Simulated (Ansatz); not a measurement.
MCl4 with several metals: PBE0-D4/def2-TZVPD single points in Ansatz on relaxed structures, gas phase. Core potentials for Hf, Nb, Zr, no spin–orbit coupling. HOMO and LUMO are taken over both spins. Binding counts from free atoms in the multiplicity of their measured ground term, without zero-point energy. The spins of the ions were chosen, not always searched. The structures are stationary points that may keep the symmetry of their start. Remarks come from the PBE and PBE0 runs and from stability tests at other levels; not every state was tested. A HOMO above zero means that the electron is unbound at that level and held by the basis, or that self-interaction error raises the level; the energy of removing that electron tells which. HOMO above LUMO (over both spins in singlets and doublets, within one spin in higher multiplets; at PBE or PBE0), or a gap under 0.15 eV within one spin, warns that the state may not be the lowest or that an electron is smeared out.

(1) Estimate the order by gap (eV), lowest first.
A. TiCl4 (singlet)
B. NbCl4 (doublet; reduced ion triplet)
C. ZrCl4 (singlet)
D. HfCl4 (singlet)

(1) B (2.62), A (5.80), C (6.93), D (7.41).

In full:

```tsv
species	atoms	state	geometry	HOMO (eV)	LUMO (eV)	gap (eV)	vertical EA (eV)	binding per atom (eV)	point group (within 0.1 Å)	remarks
NbCl4	5	doublet; reduced ion triplet	r2SCAN-D4/def2-SVP	-6.56	-3.94	2.62	2.31	3.62	D2d	HOMO above zero (-1 triplet)
ZrCl4	5	singlet	r2SCAN-D4/def2-SVP	-9.73	-2.80	6.93	1.16	4.12	Td	HOMO above zero (-1 doublet), gap within one spin near zero at PBE or PBE0 (-1 doublet)
TiCl4	5	singlet	PBE-D4/def2-SVP	-9.66	-3.86	5.80	2.52	3.62	Td	HOMO above zero (-1 doublet), gap within one spin near zero at PBE or PBE0 (-1 doublet)
HfCl4	5	singlet	PBE-D4/def2-SVP	-9.73	-2.32	7.41	0.66	4.17	Td	HOMO above zero (-1 doublet), gap within one spin near zero at PBE or PBE0 (-1 doublet)
```

The gap (eV) runs from 2.62 (NbCl4) to 7.41 (HfCl4). The vertical EA (eV) runs from 0.66 (HfCl4) to 2.52 (TiCl4).
